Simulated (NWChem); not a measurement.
## Correlation energy of CH₂ClF

SMILES: FCCl
```xyz
5

F      1.3594    -0.7713     0.0000
C      0.6965     0.4075     0.0000
Cl    -1.0767     0.1499     0.0000
H      0.9452     0.9746     0.9090
H      0.9452     0.9746    -0.9090
```
Charge 0, spin multiplicity 1.

Everything below was run with NWChem. The geometry was optimised at B3LYP/def2-SVP, a minimum by its harmonic frequencies.

Basis set: def2-SVP. Each correlation energy counts from its own Hartree-Fock reference.

The correlated methods keep 7 core orbitals frozen. The structure started from a generated list of species. Coupled-cluster values serve here as a point of comparison, not as the truth.

Problem. One of these methods gave a correlation energy of -458.6 mHa. Which?
(A) CR-CCSD[T]
(B) CCSD
(C) MP2
(D) SCS-MP2

Solution. C, MP2. The others give -448.3 (SCS-MP2), -494.7 (CR-CCSD[T]), -486.0 (CCSD).
